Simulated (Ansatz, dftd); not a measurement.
Reaction: SiP2H6 (phosphanylsilylphosphane, SMILES P[SiH2]P) → SiP2H5 (SMILES P[SiH2][PH], doublet) + H (doublet) (the H-P bond breaks)
Each species at its own B3LYP-D3(BJ)/def2-TZVP minimum (Ansatz, a quantum-chemistry and plane-wave program).

Property: bond dissociation energy (electronic), in kcal/mol. Open shells are spin-unrestricted; no spin-orbit coupling. Correlated methods leave the cores frozen. No relativity. Double hybrids freeze cores in their MP2 part. For partners of very few electrons the exact lower level stands in for a higher one.

| level | program | bond dissociation energy (kcal/mol) |
|---|---|---|
| HF/cc-pV(T+d)Z | Ansatz | 62.7 |
| PBE-D4/def2-TZVPD | Ansatz + dftd4 | 82.2 |
| r2SCAN-D3(BJ)/def2-TZVPD | Ansatz + dftd3 | 82.3 |
| B3LYP-D4/def2-TZVPD | Ansatz + dftd4 | 84.2 |
| PBE0-D4/def2-TZVPD | Ansatz + dftd4 | 82.5 |
| PBE0/def2-TZVPD | Ansatz | 82.2 |
| CAM-B3LYP/def2-TZVPD | Ansatz | 84.4 |
| wB97X-V/def2-TZVPD | Ansatz | 85.8 |
| B2PLYP-D3(BJ)/def2-TZVPD | Ansatz + dftd3 | 83.6 |
| B2PLYP-D4/def2-TZVPD | Ansatz + dftd4 | 83.6 |
| CCSD/cc-pV(T+d)Z | Ansatz | 83.9 |
| CCSDT(Q)/cc-pV(D+d)Z | Ansatz | 81.3 |
